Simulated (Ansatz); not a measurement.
Pulling on the Sn1–F2 bond in ClFSn (SMILES [F][Sn][Cl]) (multiplicity 1 held, fragments rigid). Energies count from the point at 1.951 Å.
Geometry at that point (charge 0, multiplicity 1):
```xyz
3

Sn     0.1909     0.1489     0.4976
F      0.9072     1.4228    -0.7953
Cl    -1.0418    -1.1911    -1.0426
```

R- and RO- levels are restricted; in cc, def2 and unpolarised 6-31G sets they are followed outwards from rest. Unrestricted levels (U-) break spin symmetry where that is lower. Curves can end on different states.

Correlated levels freeze the cores. Filled d and f shells under p-block atoms count as core.

Programs: Ansatz (a first-principles code). Values without a source in brackets are computed. In def2 rows elements past Kr take small-core potentials, without spin–orbit coupling.

Energies in eV.

| R (Å) | R-PBE/def2-TZVPP | R-B3LYP/def2-TZVPP | U-wB97X-V/def2-TZVPP | R-SCS-MP2/def2-TZVPP | U-SCS-MP2/def2-TZVPP |
|---|---|---|---|---|---|
| 1.561 | 3.34 | 3.26 | 3.09 | 3.23 | 3.23 |
| 1.756 | 0.59 | 0.55 | 0.46 | 0.51 | 0.51 |
| 1.951 | 0.00 | 0.00 | 0.00 | 0.00 | 0.00 |
| 2.146 | 0.23 | 0.28 | 0.35 | 0.34 | 0.34 |
| 2.342 | 0.74 | 0.83 | 0.98 | 0.96 | 0.96 |
| 2.634 | 1.60 | 1.74 | 1.99 | 1.97 | 1.97 |
| 2.927 | 2.37 | 2.56 | 2.90 | 2.88 | 4.24 |
| 3.415 | 3.31 | 3.59 | 4.06 | 4.12 | 5.11 |
| 3.903 | 3.91 | 4.28 | 4.70 | 5.03 | 5.28 |
| 4.488 | 4.39 | 4.80 | 5.09 | 5.82 | 5.33 |
| 5.269 | 4.62 | 5.17 | 5.28 | 6.53 | 5.33 |
| 6.244 | 4.80 | 5.42 | 5.32 | 7.06 | 5.34 |

Doubts at one or more of the structures used: a restricted determinant that unrestricted orbitals would lower (R-PBE/def2-TZVPP, R-B3LYP/def2-TZVPP, R-SCS-MP2/def2-TZVPP); a spin-contaminated determinant (U-wB97X-V/def2-TZVPP, U-SCS-MP2/def2-TZVPP).
